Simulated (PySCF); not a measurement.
C2HF3Se.
SMILES with atom numbers: `[F:1][C:2](=[Se:3])[CH:4]([F:5])[F:6]` (hydrogens: H7 on C4)

Level of theory: PySCF 2.14.0, PBE0-D3(BJ)/def2-SVP geometry optimisation, gas phase.

Q: Give the optimised bond lengths and angles.

A: 
```
  bond  length (bohr)
 F1–C2          2.493
C2=Se3          3.283
 C2–C4          2.869
 C4–F5          2.547
 C4–F6          2.517
 C4–H7          2.092
```

A selection of angles:
```
    angle  degrees
F1–C2–Se3    123.9
 F1–C2–C4    108.5
Se3–C2–C4    127.6
 C2–C4–F5    108.4
 C2–C4–F6    111.5
 C2–C4–H7    109.8
 F5–C4–F6    109.1
 F5–C4–H7    108.4
 F6–C4–H7    109.5
```

Torsions: F1–C2–C4–F5 -59° (synclinal). The mirror-image conformer, all signs reversed, is as good.

The C–F distances run from 1.319 Å (F1–C2, drawn single) to 1.348 Å (C4–F5, drawn single), a spread of 0.029 Å.

Point group: C1 (no symmetry element, even within 0.4 Å). Not checked by PBE0-D3(BJ)/def2-SVP frequencies. The numbers are those of one conformer.

Hardware: one thread of an Arm Neoverse V1, shared host with 32 logical CPUs at a one-minute load of 9.6. Cost: 49 s of wall time, 0.44 GiB resident at most. These figures are those of the optimisation.
